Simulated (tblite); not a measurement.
A geometry optimisation, step by step.

Compound: CHBCl₂N (doublet state).
Atom-mapped SMILES: `[N:1]=[CH:2][B:3]([Cl:4])[Cl:5]` (hydrogens: H6 on C2)
Bond orders are those of one Lewis drawing.

Computed with GFN2-xTB (tblite), gas phase: L-BFGS steps from a force-field or distance-geometry start until the largest atomic force falls under 0.01 eV/Å. 14 of its 29 geometries are shown.

Step 0: E = -430.3679 eV, largest atomic force 5.702 eV/Å
```
atom  x, y, z in Å  |  force x, y, z in eV/Å
N1      1.187   -0.336    1.173   -1.427   1.288  -5.368
C2      0.874   -0.050   -0.067    1.341  -1.379   4.933
B3     -0.644    0.071   -0.433   -1.895  -0.026   2.608
Cl4    -1.407    1.674    0.159    0.673  -1.552  -1.063
Cl5    -1.658   -1.439   -0.056    0.915   1.560  -0.869
H6      1.651    0.082   -0.798    0.393   0.110  -0.241
```

Step 2: E = -431.0330 eV, largest atomic force 1.983 eV/Å
```
atom  x, y, z in Å  |  force x, y, z in eV/Å
N1      1.171   -0.323    1.126   -0.295   0.173  -0.579
C2      0.894   -0.064   -0.033    0.232  -0.189   0.214
B3     -0.690    0.070   -0.369   -0.690  -0.034   1.859
Cl4    -1.391    1.635    0.133    0.344  -0.931  -0.720
Cl5    -1.636   -1.401   -0.077    0.441   0.912  -0.608
H6      1.655    0.085   -0.802   -0.031   0.069  -0.167
```

Step 4: E = -431.2384 eV, largest atomic force 1.084 eV/Å
```
atom  x, y, z in Å  |  force x, y, z in eV/Å
N1      1.161   -0.319    1.120   -0.091   0.062  -0.276
C2      0.901   -0.070   -0.044   -0.059  -0.061   0.326
B3     -0.725    0.068   -0.263    0.866  -0.094   0.645
Cl4    -1.373    1.587    0.092   -0.242   0.422  -0.190
Cl5    -1.614   -1.354   -0.113   -0.357  -0.373  -0.262
H6      1.654    0.089   -0.814   -0.117   0.044  -0.243
```

Step 6: E = -431.3106 eV, largest atomic force 0.514 eV/Å
```
atom  x, y, z in Å  |  force x, y, z in eV/Å
N1      1.154   -0.317    1.116    0.169  -0.111   0.473
C2      0.902   -0.072   -0.045    0.286   0.110  -0.295
B3     -0.685    0.060   -0.164   -0.103  -0.064   0.019
Cl4    -1.382    1.594    0.058   -0.063   0.215  -0.042
Cl5    -1.628   -1.356   -0.150   -0.085  -0.136  -0.093
H6      1.642    0.094   -0.837   -0.203  -0.014  -0.063
```

Step 9: E = -431.3210 eV, largest atomic force 0.242 eV/Å
```
atom  x, y, z in Å  |  force x, y, z in eV/Å
N1      1.162   -0.320    1.127    0.105   0.017  -0.065
C2      0.918   -0.070   -0.040   -0.074  -0.023   0.229
B3     -0.685    0.055   -0.143   -0.043   0.028  -0.041
Cl4    -1.386    1.607    0.048    0.043  -0.045  -0.025
Cl5    -1.635   -1.364   -0.164    0.031   0.027  -0.042
H6      1.629    0.095   -0.850   -0.062  -0.004  -0.056
```

Step 11: E = -431.3252 eV, largest atomic force 0.201 eV/Å
```
atom  x, y, z in Å  |  force x, y, z in eV/Å
N1      1.180   -0.322    1.137    0.151   0.023  -0.036
C2      0.920   -0.069   -0.024   -0.159  -0.013  -0.030
B3     -0.693    0.055   -0.147    0.098   0.035   0.002
Cl4    -1.384    1.611    0.043    0.022  -0.079  -0.034
Cl5    -1.635   -1.366   -0.172    0.028   0.062  -0.043
H6      1.614    0.094   -0.859   -0.140  -0.028   0.142
```

Step 13: E = -431.3359 eV, largest atomic force 0.421 eV/Å
```
atom  x, y, z in Å  |  force x, y, z in eV/Å
N1      1.244   -0.324    1.157    0.171   0.044  -0.078
C2      0.909   -0.068    0.017   -0.091  -0.041  -0.298
B3     -0.702    0.059   -0.148    0.202  -0.041   0.084
Cl4    -1.376    1.611    0.025   -0.092   0.033  -0.041
Cl5    -1.633   -1.365   -0.203   -0.026   0.054  -0.051
H6      1.561    0.089   -0.868   -0.165  -0.049   0.384
```

Step 15: E = -431.3519 eV, largest atomic force 0.284 eV/Å
```
atom  x, y, z in Å  |  force x, y, z in eV/Å
N1      1.334   -0.322    1.166    0.064   0.072  -0.267
C2      0.887   -0.073    0.058    0.187  -0.111   0.070
B3     -0.697    0.061   -0.122   -0.099  -0.082   0.038
Cl4    -1.372    1.611   -0.010   -0.142   0.128  -0.023
Cl5    -1.631   -1.356   -0.252   -0.055   0.019  -0.030
H6      1.483    0.080   -0.861    0.044  -0.026   0.213
```

Step 17: E = -431.3583 eV, largest atomic force 0.316 eV/Å
```
atom  x, y, z in Å  |  force x, y, z in eV/Å
N1      1.391   -0.318    1.164    0.008   0.043  -0.229
C2      0.882   -0.081    0.081    0.066  -0.078   0.299
B3     -0.701    0.058   -0.105   -0.122   0.022   0.027
Cl4    -1.378    1.618   -0.031   -0.077   0.011  -0.018
Cl5    -1.634   -1.350   -0.282   -0.070  -0.002  -0.016
H6      1.443    0.074   -0.848    0.196   0.004  -0.063
```

Step 19: E = -431.3619 eV, largest atomic force 0.176 eV/Å
```
atom  x, y, z in Å  |  force x, y, z in eV/Å
N1      1.440   -0.316    1.162   -0.040   0.008  -0.139
C2      0.880   -0.088    0.103   -0.008   0.023   0.174
B3     -0.710    0.057   -0.089    0.019   0.063   0.017
Cl4    -1.388    1.624   -0.049   -0.017  -0.088  -0.005
Cl5    -1.641   -1.346   -0.307   -0.061   0.007   0.000
H6      1.422    0.070   -0.841    0.107  -0.013  -0.048
```

Step 22: E = -431.3637 eV, largest atomic force 0.096 eV/Å
```
atom  x, y, z in Å  |  force x, y, z in eV/Å
N1      1.429   -0.317    1.157    0.031  -0.026   0.064
C2      0.880   -0.085    0.097    0.037   0.038  -0.080
B3     -0.710    0.060   -0.093    0.013  -0.022  -0.012
Cl4    -1.393    1.618   -0.044   -0.038   0.000  -0.001
Cl5    -1.647   -1.345   -0.298   -0.023   0.023   0.004
H6      1.445    0.070   -0.840   -0.019  -0.013   0.026
```

Step 24: E = -431.3640 eV, largest atomic force 0.036 eV/Å
```
atom  x, y, z in Å  |  force x, y, z in eV/Å
N1      1.427   -0.319    1.156   -0.006   0.000   0.006
C2      0.882   -0.082    0.093    0.029  -0.020   0.006
B3     -0.709    0.060   -0.095    0.002  -0.010  -0.008
Cl4    -1.398    1.616   -0.042   -0.020  -0.003  -0.002
Cl5    -1.652   -1.343   -0.295    0.007   0.027   0.005
H6      1.452    0.069   -0.839   -0.011   0.005  -0.008
```

Step 26: E = -431.3641 eV, largest atomic force 0.027 eV/Å
```
atom  x, y, z in Å  |  force x, y, z in eV/Å
N1      1.427   -0.319    1.157   -0.006   0.003  -0.007
C2      0.884   -0.082    0.093   -0.006  -0.019   0.018
B3     -0.709    0.060   -0.096    0.011   0.012  -0.001
Cl4    -1.400    1.616   -0.042   -0.006  -0.010  -0.002
Cl5    -1.652   -1.342   -0.294    0.004   0.008   0.003
H6      1.452    0.069   -0.840    0.002   0.005  -0.010
```

Step 28: E = -431.3641 eV, largest atomic force 0.009 eV/Å
```
atom  x, y, z in Å  |  force x, y, z in eV/Å
N1      1.427   -0.319    1.157    0.001  -0.003  -0.001
C2      0.885   -0.083    0.094   -0.004  -0.001   0.000
B3     -0.708    0.060   -0.096    0.003   0.008   0.001
Cl4    -1.401    1.615   -0.042   -0.002   0.000  -0.001
Cl5    -1.652   -1.340   -0.294    0.001  -0.004   0.001
H6      1.452    0.069   -0.840    0.001   0.000   0.001
```

**Question.** Summarise the path.

**Answer.** The energy falls by 0.9962 eV from step 0 to step 28; nine tenths of that is first reached at step 5. It falls at every step. The largest force goes from 5.702 to 0.009 eV/Å. Among the bonds B3–Cl4 changes most, from 1.871 to 1.703 Å; the atoms move by 0.243 Å rms after alignment.

What follows is the cost of the whole relaxation. Hardware: one thread, Arm Neoverse V2 (aarch64), shared host with 96 logical CPUs at a one-minute load of 85. Cost: 0.1 s of wall time.
